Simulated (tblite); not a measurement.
C6H11O (doublet state).
Z-matrix (Å and degrees, GFN2-xTB geometry), rows numbered from 1:
```
O 
C   1  1.4091
C   2  1.5544  1  111.90
C   3  1.4771  2  110.32  1   -67.40
C   4  1.4787  3  116.40  2   -54.29
C   5  1.5440  4  109.25  3    55.35
C   6  1.5246  5  110.23  4   -55.34
H   1  0.9630  2  108.95  3   -49.04
H   2  1.1053  1  109.33  3   120.00
H   3  1.0928  2  109.41  1    55.75
H   3  1.0963  2  106.38  1   172.39
H   4  1.0758  3  119.79  2   103.60
H   5  1.0903  4  111.33  3   176.95
H   5  1.0967  4  110.32  3   -62.75
H   6  1.0915  5  109.92  4  -176.74
H   6  1.0904  5  109.20  4    64.17
H   7  1.0919  2  108.86  1  -172.58
H   7  1.0915  2  108.40  1   -54.70
```

Calculated harmonic vibrations of the isolated species, GFN2-xTB (tblite), most abundant isotopes, no scaling. The method is semi-empirical: single wavenumbers can be off by several per cent or more. One conformer, not necessarily the lowest. Open shells enter through the occupations alone, without spin polarisation, and single modes of such species can be off by tens of per cent.

Harmonic wavenumbers (cm⁻¹): 137.3, 174.0, 251.8, 273.8, 345.6, 365.4, 442.4, 470.3, 512.6, 693.7, 835.3, 870.0, 872.9, 908.1, 947.9, 976.0, 1005.6, 1035.8, 1084.5, 1110.3, 1128.1, 1133.7, 1181.0, 1220.1, 1234.5, 1242.5, 1253.7, 1288.1, 1305.9, 1327.7, 1339.8, 1352.5, 1357.8, 1462.5, 1468.9, 1475.7, 1482.8, 2796.1, 2899.7, 2904.3, 2965.8, 2970.3, 2974.4, 2987.2, 2995.1, 3006.1, 3111.4, 3551.5.

A = 3720, B = 2716, C = 2063 MHz; mass 99.081 u (most abundant isotopes); point group C1, symmetry number 1; spin multiplicity 2.

Zero-point energy?

½Σν̃ = 34365 cm⁻¹ = 98.26 kcal/mol.

Give the ideal-gas entropy at 500 K and 1 bar in the rigid-rotor, harmonic-oscillator model (classical rotation).

Translation 42.29, rotation 28.68, vibration 30.94, spin (R ln 2) 1.38: S = 103.3 cal/(mol K).

And Cp and H(500 K) − H(0)?

Cp = 48.73 cal/(mol K), of which vibrations give 40.78 (their classical limit is 48 R = 95.4); H(500 K) − H(0) = 13.15 kcal/mol without the zero-point energy, 9.18 from vibrations.

Which modes carry the vibrational entropy at 500 K?

137.3 cm⁻¹: 3.85; 174.0 cm⁻¹: 3.38; 251.8 cm⁻¹: 2.67; 273.8 cm⁻¹: 2.51; 345.6 cm⁻¹: 2.08; 365.4 cm⁻¹: 1.98 cal/(mol K); the other 42 give 14.48 together.

How do the functions run with temperature in this model?

```json
{"T (K)": "50", "S (cal/(mol K))": "54.3", "Cp (cal/(mol K))": "9.0", "H − H(0) (kcal/mol)": "0.41", "G − H(0) (kcal/mol)": "-2.31", "ln q(vib)": "0.03"}
{"T (K)": "100", "S (cal/(mol K))": "61.7", "Cp (cal/(mol K))": "12.9", "H − H(0) (kcal/mol)": "0.95", "G − H(0) (kcal/mol)": "-5.22", "ln q(vib)": "0.30"}
{"T (K)": "298.15", "S (cal/(mol K))": "83.2", "Cp (cal/(mol K))": "30.0", "H − H(0) (kcal/mol)": "5.14", "G − H(0) (kcal/mol)": "-19.66", "ln q(vib)": "2.85"}
{"T (K)": "373.15", "S (cal/(mol K))": "90.7", "Cp (cal/(mol K))": "37.4", "H − H(0) (kcal/mol)": "7.67", "G − H(0) (kcal/mol)": "-26.18", "ln q(vib)": "4.07"}
{"T (K)": "750", "S (cal/(mol K))": "126.3", "Cp (cal/(mol K))": "64.7", "H − H(0) (kcal/mol)": "27.49", "G − H(0) (kcal/mol)": "-67.25", "ln q(vib)": "11.10"}
{"T (K)": "1000", "S (cal/(mol K))": "146.5", "Cp (cal/(mol K))": "75.1", "H − H(0) (kcal/mol)": "45.06", "G − H(0) (kcal/mol)": "-101.40", "ln q(vib)": "15.85"}
```

q(vib) and H(0) count from the zero-point level.

Blend soft modes into free rotors: weight 1/[1 + (100 cm⁻¹/ν̃)⁴] for the oscillator and the rest for a rotor with moment μB/(μ + B), μ = h/(8π²ν), B = 10⁻⁴⁴ kg m². What vibrational entropy results?

30.71 cal/(mol K) in place of 30.94, which changes −T·S at 500 K by +0.12 kcal/mol.

Hindered rotation and anharmonicity are outside this model. Other conformers, if any are populated, would add a mixing term that is left out. The structure is chiral; the term R ln 2 for an equal mix with its mirror image is left out.

Time: 0.4 s wall. Hardware: Arm Neoverse V2, one thread (shared host). The figure is for the frequency step alone.
